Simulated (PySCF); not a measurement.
C₆ coefficients of unlike pairs at UHF

Calculated with PySCF 2.14 from the dipole response of each species, C₆(A,B) = (3/π) ∫ α_A(iu) α_B(iu) du, in atomic units, from isotropic polarisabilities. For ions this is the dispersion term alone; charge-induced terms of lower order in 1/R come first.

| species | configuration | basis | relativity | α (bohr³) | C₆ (like pair) |
| --- | --- | --- | --- | --- | --- |
| Cs+ | [Xe] (1S) | aug-cc-pVTZ-X2C (9s8p6d3f) | spin-free X2C | 15.49 | 127.9 |
| Ni(2+) | [Ar] 3d8 (3F) | def2-TZVPPD (6s6p4d2f1g) | none | 2.098 | 4.895 |
| Fe | [Ar] 3d6 4s2 (5D) | aug-cc-pVTZ (8s7p5d3f2g) | none | 85.70 | 822.7 |
| Ar(2+) | [Ne] 3s2 3p4 (3P) | aug-cc-pVQZ-DK (7s6p4d3f2g) | spin-free X2C | 4.751 | 16.71 |

Estimate C₆ for Fe with Ni(2+).

The integral gives 40.10. The combination rule 2 C_A C_B / (C_A α_B/α_A + C_B α_A/α_B) gives 36.59 and the geometric mean 63.46.

No spin-orbit coupling is included.

The other pairs:

| pair | C₆ |
| --- | --- |
| Fe, Cs+ | 262.5 |
| Ni(2+), Cs+ | 22.56 |
| Ar(2+), Cs+ | 45.67 |
| Ar(2+), Fe | 86.54 |
| Ar(2+), Ni(2+) | 8.543 |
